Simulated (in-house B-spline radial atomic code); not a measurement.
Computed with a B-spline radial atomic code. Model: two electrons, singlet ground state, non-relativistic, full CI in B-splines with partial waves to l = 8 (at full coupling up to 3e-4 hartree above the limit, correlation up to 0.6 % small), density held at that of full coupling by Lieb maximisation.

Along the adiabatic connection the electron repulsion is scaled by a coupling λ while a local potential keeps the density fixed. At λ = 0 the system is the Kohn-Sham one and W equals the exchange energy; the exchange-correlation energy is the area under W between 0 and 1. The kinetic energy rises with λ as the electrons avoid each other, with dT/dλ = −λ dW/dλ.

Command:
```bash
python run_ac.py task.json out
```
Settings (lengths in bohr, energies in hartree):
```
potential              yukawa
strength               3.44
lmax                   8
second                 0.679
```

Cost of the run: 15 s on 1 thread of Intel(R) Xeon(R) Processor @ 2.30GHz, on a shared host.

**W = mean repulsion less Hartree energy, and W of three functionals.**

Given: confinement screened point charge; nuclear charge 3.44; screening of the nucleus 0.679 1/bohr; external potential -Z exp(-k r)/r.

Computed: LDA exchange minus exact 256.63 millihartree; PBE exchange minus exact 24.8 millihartree.

```json
{"coupling": "0", "W xc (hartree)": "-1.8479", "W xc minus exchange (millihartree)": "0", "kinetic minus Kohn-Sham (millihartree)": "0", "LDA (PW92) W minus its exchange (millihartree)": "0", "PBE W minus its exchange (millihartree)": "0", "SCAN W minus its exchange (millihartree)": "0"}
{"coupling": "0.02", "W xc (hartree)": "?", "W xc minus exchange (millihartree)": "?", "kinetic minus Kohn-Sham (millihartree)": "?", "LDA (PW92) W minus its exchange (millihartree)": "?", "PBE W minus its exchange (millihartree)": "?", "SCAN W minus its exchange (millihartree)": "?"}
{"coupling": "0.05", "W xc (hartree)": "-1.8527", "W xc minus exchange (millihartree)": "-4.745", "kinetic minus Kohn-Sham (millihartree)": "0.1", "LDA (PW92) W minus its exchange (millihartree)": "-27.69", "PBE W minus its exchange (millihartree)": "-4.51", "SCAN W minus its exchange (millihartree)": "-4.53"}
{"coupling": "0.12", "W xc (hartree)": "-1.8592", "W xc minus exchange (millihartree)": "-11.289", "kinetic minus Kohn-Sham (millihartree)": "0.7", "LDA (PW92) W minus its exchange (millihartree)": "-54.18", "PBE W minus its exchange (millihartree)": "-10.9", "SCAN W minus its exchange (millihartree)": "-10.69"}
{"coupling": "0.25", "W xc (hartree)": "-1.8711", "W xc minus exchange (millihartree)": "-23.147", "kinetic minus Kohn-Sham (millihartree)": "2.9", "LDA (PW92) W minus its exchange (millihartree)": "-92.45", "PBE W minus its exchange (millihartree)": "-22.74", "SCAN W minus its exchange (millihartree)": "-21.69"}
{"coupling": "0.4", "W xc (hartree)": "-1.8843", "W xc minus exchange (millihartree)": "-36.373", "kinetic minus Kohn-Sham (millihartree)": "7.2", "LDA (PW92) W minus its exchange (millihartree)": "-128.04", "PBE W minus its exchange (millihartree)": "-36.19", "SCAN W minus its exchange (millihartree)": "-33.81"}
{"coupling": "0.6", "W xc (hartree)": "-1.9012", "W xc minus exchange (millihartree)": "-53.287", "kinetic minus Kohn-Sham (millihartree)": "15.6", "LDA (PW92) W minus its exchange (millihartree)": "-167.58", "PBE W minus its exchange (millihartree)": "-53.63", "SCAN W minus its exchange (millihartree)": "-49.16"}
{"coupling": "0.8", "W xc (hartree)": "-1.9174", "W xc minus exchange (millihartree)": "-69.427", "kinetic minus Kohn-Sham (millihartree)": "26.9", "LDA (PW92) W minus its exchange (millihartree)": "-201.36", "PBE W minus its exchange (millihartree)": "-70.42", "SCAN W minus its exchange (millihartree)": "-63.7"}
{"coupling": "1", "W xc (hartree)": "-1.9328", "W xc minus exchange (millihartree)": "-84.842", "kinetic minus Kohn-Sham (millihartree)": "40.7", "LDA (PW92) W minus its exchange (millihartree)": "-231.13", "PBE W minus its exchange (millihartree)": "-86.55", "SCAN W minus its exchange (millihartree)": "-77.53"}
{"coupling": "1.4", "W xc (hartree)": "-1.9616", "W xc minus exchange (millihartree)": "-113.68", "kinetic minus Kohn-Sham (millihartree)": "75.3", "LDA (PW92) W minus its exchange (millihartree)": "-282.22", "PBE W minus its exchange (millihartree)": "-116.88", "SCAN W minus its exchange (millihartree)": "-103.3"}
{"coupling": "2", "W xc (hartree)": "-2.0005", "W xc minus exchange (millihartree)": "-152.54", "kinetic minus Kohn-Sham (millihartree)": "141.1", "LDA (PW92) W minus its exchange (millihartree)": "-344.7", "PBE W minus its exchange (millihartree)": "-158.03", "SCAN W minus its exchange (millihartree)": "-138.01"}
{"coupling": "3", "W xc (hartree)": "-2.0556", "W xc minus exchange (millihartree)": "-207.66", "kinetic minus Kohn-Sham (millihartree)": "278", "LDA (PW92) W minus its exchange (millihartree)": "-425.71", "PBE W minus its exchange (millihartree)": "-216.91", "SCAN W minus its exchange (millihartree)": "-187.58"}
{"coupling": "4.5", "W xc (hartree)": "?", "W xc minus exchange (millihartree)": "?", "kinetic minus Kohn-Sham (millihartree)": "?", "LDA (PW92) W minus its exchange (millihartree)": "?", "PBE W minus its exchange (millihartree)": "?", "SCAN W minus its exchange (millihartree)": "?"}
{"coupling": "7", "W xc (hartree)": "-2.2002", "W xc minus exchange (millihartree)": "-352.27", "kinetic minus Kohn-Sham (millihartree)": "969.8", "LDA (PW92) W minus its exchange (millihartree)": "-620.89", "PBE W minus its exchange (millihartree)": "-377.29", "SCAN W minus its exchange (millihartree)": "-322.85"}
{"coupling": "10", "W xc (hartree)": "-2.265", "W xc minus exchange (millihartree)": "-417.01", "kinetic minus Kohn-Sham (millihartree)": "1514", "LDA (PW92) W minus its exchange (millihartree)": "-707.8", "PBE W minus its exchange (millihartree)": "-454.37", "SCAN W minus its exchange (millihartree)": "-387.15"}
```

Question: What belongs in the row 0.02?

Answer: W xc (hartree): -1.8499; W xc minus exchange (millihartree): -1.906; kinetic minus Kohn-Sham (millihartree): 0; LDA (PW92) W minus its exchange (millihartree): -13.28; PBE W minus its exchange (millihartree): -1.79; SCAN W minus its exchange (millihartree): -1.83.

Question: What belongs in the row 4.5?

Answer: W xc (hartree): -2.1212; W xc minus exchange (millihartree): -273.25; kinetic minus Kohn-Sham (millihartree): 521.7; LDA (PW92) W minus its exchange (millihartree): -515.79; PBE W minus its exchange (millihartree): -288.24; SCAN W minus its exchange (millihartree): -247.73.

Question: What is the SCAN exchange minus exact?

Answer: -7.1524 millihartree.

**Energy parts, natural occupations and partial-wave weights.**

Computed: total energy -5.8553 hartree; exchange energy -1.8479 hartree; correlation energy -0.044095 hartree; kinetic part of the DFT correlation energy 0.040747 hartree; Hartree energy 3.6959 hartree; Kohn-Sham kinetic 9.1791 hartree; Lieb Oxford ratio E_xc over LDA exchange 1.189.

```
natural  occupation of the shell (electrons)
      s                               1.9945
      p                            0.0027241
      s                            0.0023976
      d                                    ?
      p                           0.00010289
      s                           5.0511e-05
```

Question: What belongs in the row d?

Answer: occupation of the shell (electrons): 0.00013408.

```tsv
wave	weight
s	0.99849
p	0.0014188
d	?
f	1.0845e-05
g	2.5402e-06
```

Question: What belongs in the row d?

Answer: weight: 7.5584e-05.

Question: What is the kinetic part over minus potential part?

Answer: 0.48026.

Question: What is the initial slope twice GL2?

Answer: -0.095526 hartree.

Half-way to full coupling W has made 53 % of its drop, against 50 % for a straight line, and second-order (GL2) theory, half the initial slope, overshoots the correlation energy by about 8 %: a moderate bend, as in light atoms. Over couplings 0 to 1 the errors in E_xc come to about +161 millihartree for LDA, +25 millihartree for PBE, -3.7 millihartree for SCAN, so SCAN is nearest. In LDA and PBE and SCAN the errors of exchange and correlation have opposite signs, so the sum is smaller than the larger of the two.
